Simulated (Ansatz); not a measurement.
Be2I2⁺, relaxed as a doublet with UKS r2SCAN-D4/def2-TZVP in Ansatz, starting from the GFN2-xTB geometry. Force threshold 0.02 eV/Å.

In the def2 sets I takes a core potential; there is no spin–orbit coupling. The structure comes from a short search, and lower isomers may exist.

Start:

| atom | x (Å) | y (Å) | z (Å) |
| --- | --- | --- | --- |
| Be1 | -0.599 | -1.616 | -0.235 |
| Be2 | -0.115 | 0.254 | 0.340 |
| I3 | 0.850 | -0.709 | -1.727 |
| I4 | -0.137 | 2.071 | 1.623 |

Q: Estimate the energy that the relaxation releases and the steps that it takes.

A: 9.5 kcal/mol, in 12 steps; 53 s on 4 threads of Arm Neoverse N1 on a shared host. No frequencies were taken in this run, so the end may be a saddle point.

Q: Does the start keep its bonding and symmetry?

A: By distances, no bond broke or formed, bridged metal pairs apart. The bond that changes most is Be2–I3, from 2.48 to 2.29 Å (atoms count from 1). A close non-bonded pair moves further: Be1–Be2, from 2.01 to 3.36 Å. Metal–metal contacts that move far: Be1–Be2 2.01 to 3.36 Å. Point group Cs at the start, Cs at the end, both within 0.05 Å.

Q: Predict the relaxed structure.

A: 
Cartesian coordinates in Å:
```
Be -0.775 -2.279 -0.433
Be 0.295 0.855 0.156
I 0.687 -0.701 -1.484
I -0.207 2.125 1.762
```
Bond lengths (bridged metal pairs left out): 3 × Be–I 2.11 to 2.39 Å.
